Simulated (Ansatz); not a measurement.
A structure relaxed at PBE-D4/def2-SVP in Ansatz, charge 0, singlet:

```xyz
27

Zr    0.8132   -1.7099   -0.6092
Zr    0.5313    1.1374    1.7426
Zr   -1.6838    0.8500   -1.1278
O    -0.3834    1.1846    3.4949
O     1.1578    2.9741    1.3188
O    -1.5124    1.6368    0.7712
O     2.2767    0.3294    2.0192
O    -0.1808   -0.9433    1.1573
O    -3.6081    0.6553   -1.1084
O     0.5218    0.6256   -0.6003
O    -1.3014    2.0772   -2.5757
O    -1.2206   -1.1080   -1.5927
O     2.5637   -1.8137    0.3906
O     1.6334   -1.5623   -2.3838
O     0.0637   -3.5194   -0.4902
H    -0.1612    1.1268    4.4361
H     2.0681    3.3080    1.2753
H    -2.2111    1.9108    1.3910
H     2.5964   -0.5175    1.6075
H    -0.5235   -1.5466    1.8398
H    -4.5634    0.5257   -1.0408
H     1.1312    1.1676   -1.1363
H    -1.5004    2.8092   -3.1755
H    -1.8332   -1.8530   -1.7240
H     3.4290   -1.9438   -0.0333
H     1.6669   -1.3296   -3.3213
H     0.2302   -4.4714   -0.5249
```

**Question.** Give its formula.

**Answer.** Zr3O12H12, a hydroxylated oxide cluster.

**Question.** Summarise the bond lengths by kind (pairs closer than 1.2 times the sum of covalent radii, bridged metal pairs left out).

**Answer.** 17 × O–Zr 1.93 to 2.40 Å; 12 × H–O 0.97 to 0.99 Å.

In the def2 sets Zr takes a core potential; there is no spin–orbit coupling.
